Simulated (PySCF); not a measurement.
Species: `[H]/N=C\[C@@H](NC=O)[C@@H]1C[SiH2]1`. The columns A, B, C and D hold Mulliken, IAO, Hirshfeld and ESP-fitted charges (e) of one PBE0/pcSseg-1 density (PySCF), in a shuffled order. Coordinates in Å (GFN2-xTB); the density's dipole moment is (0.70, -2.70, 2.34) D.

```json
{"atom": "N1", "x": "-1.972", "y": "-0.600", "z": "-2.178", "A": "-0.238", "B": "-0.650", "C": "-0.427", "D": "-0.329"}
{"atom": "C2", "x": "-0.800", "y": "-0.510", "z": "-1.750", "A": "+0.046", "B": "+0.114", "C": "+0.040", "D": "+0.108"}
{"atom": "C3", "x": "-0.313", "y": "0.099", "z": "-0.458", "A": "+0.018", "B": "+0.486", "C": "-0.051", "D": "-0.016"}
{"atom": "N4", "x": "-1.422", "y": "0.431", "z": "0.422", "A": "-0.094", "B": "-0.442", "C": "-0.339", "D": "-0.470"}
{"atom": "C5", "x": "-1.618", "y": "1.676", "z": "0.891", "A": "+0.136", "B": "+0.387", "C": "+0.306", "D": "+0.417"}
{"atom": "O6", "x": "-0.978", "y": "2.648", "z": "0.576", "A": "-0.281", "B": "-0.490", "C": "-0.486", "D": "-0.436"}
{"atom": "C7", "x": "0.673", "y": "-0.819", "z": "0.232", "A": "-0.120", "B": "-0.517", "C": "-0.366", "D": "-0.419"}
{"atom": "C8", "x": "1.499", "y": "-0.197", "z": "1.370", "A": "-0.167", "B": "-0.497", "C": "-0.522", "D": "-0.389"}
{"atom": "Si9", "x": "2.530", "y": "-0.712", "z": "-0.115", "A": "+0.315", "B": "+0.225", "C": "+0.627", "D": "+0.506"}
{"atom": "H10", "x": "-2.683", "y": "-0.184", "z": "-1.574", "A": "+0.094", "B": "+0.321", "C": "+0.238", "D": "+0.156"}
{"atom": "H11", "x": "-0.012", "y": "-0.929", "z": "-2.369", "A": "+0.045", "B": "+0.071", "C": "+0.144", "D": "+0.110"}
{"atom": "H12", "x": "0.172", "y": "1.056", "z": "-0.692", "A": "+0.050", "B": "+0.060", "C": "+0.176", "D": "+0.154"}
{"atom": "H13", "x": "-1.945", "y": "-0.342", "z": "0.805", "A": "+0.138", "B": "+0.279", "C": "+0.271", "D": "+0.195"}
{"atom": "H14", "x": "-2.463", "y": "1.722", "z": "1.605", "A": "+0.048", "B": "+0.036", "C": "+0.104", "D": "+0.076"}
{"atom": "H15", "x": "0.229", "y": "-1.782", "z": "0.468", "A": "+0.037", "B": "+0.212", "C": "+0.144", "D": "+0.128"}
{"atom": "H16", "x": "1.310", "y": "0.852", "z": "1.555", "A": "+0.043", "B": "+0.197", "C": "+0.166", "D": "+0.166"}
{"atom": "H17", "x": "1.535", "y": "-0.759", "z": "2.293", "A": "+0.045", "B": "+0.206", "C": "+0.160", "D": "+0.149"}
{"atom": "H18", "x": "3.285", "y": "-1.948", "z": "-0.040", "A": "-0.058", "B": "+0.003", "C": "-0.093", "D": "-0.057"}
{"atom": "H19", "x": "2.964", "y": "0.308", "z": "-1.049", "A": "-0.054", "B": "0.000", "C": "-0.092", "D": "-0.049"}
```

Task: Which column most likely holds the ESP-fitted charges?

Result: B. Σ q r misses the density's dipole by 0.02 D (B), 1.49 D (A), 1.90 D (C), 2.71 D (D). Charges fitted to the outside potential are the only set here that is tied to the molecule's multipoles.

Task: And the Hirshfeld charges?

Result: A. The mean sizes are 0.107 e (A), 0.228 e (D), 0.250 e (C), 0.273 e (B), and Hirshfeld charges are commonly the smallest of these schemes.

As computed, A = Hirshfeld, B = ESP-fitted, C = IAO, D = Mulliken. Hydrogens on carbon: Hirshfeld +0.04 to +0.05, ESP-fitted +0.04 to +0.21, IAO +0.10 to +0.18, Mulliken +0.08 to +0.17 e.

The IAO scheme projects the occupied orbitals on a minimal set of polarised atomic orbitals and counts the electrons in each atom's part of it. The ESP scheme fits charges at the nuclei, held to the total charge, to the electrostatic potential on points at 1.4 to 2.0 times the van der Waals radii.

The structure is a single GFN2-xTB conformer in the gas phase; no vibrational or solvent corrections.

These values come from a run that also computed NMR shieldings. On an Arm Neoverse N1 with one thread, on a shared host, this took 65 s and 0.93 GiB of memory at its peak.

The values belong to the conformer `[H]/[N:1]=[CH:2]\[C@@H:3]([NH:4][CH:5]=[O:6])[C@@H:7]1[CH2:8][SiH2:9]1`: N1–C2–C3–N4 9°, C2–C3–N4–C5 -123°, C3–N4–C5–O6 5°, C2–C3–C7–C8 166°.
